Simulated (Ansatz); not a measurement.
Species: GaH$_{3}$, net charge 0, singlet state. 
Coordinates optimised at B3LYP-D3(BJ)/def2-TZVP (Ansatz, a quantum-chemistry and plane-wave program):
```xyz
4

Ga     0.0000     0.0000     0.0000
H      0.6658    -0.4314     1.3546
H     -0.3043     1.5149    -0.2776
H     -0.3615    -1.0834    -1.0770
```
Charge 0, spin multiplicity 1.

Basis-set convergence of Hartree-Fock and CCSD(T) correlation energies (hartree) with Ansatz. Correlated levels leave the core frozen unless marked. No spin-orbit coupling. Frozen are the shells of the preceding noble gas and the d and f shells that filled before the atom's block. No relativistic terms.

```csv
basis,functions,E(HF),"E(corr, CCSD(T))"
aug-cc-pVDZ,63,-1924.92915,-0.10500
aug-cc-pVTZ,128,-1925.00160,-0.11764
aug-cc-pVQZ,231,-1925.00528,-0.12085
```

Extrapolating the two largest sets (X = 3 and 4) as X^-3: E(corr) = (64·(-0.12085) - 27·(-0.11764))/37 = -0.1232 Eh, an estimate of the basis-set limit. The largest set recovers 98.1 % of it, the smallest 85.2 %.
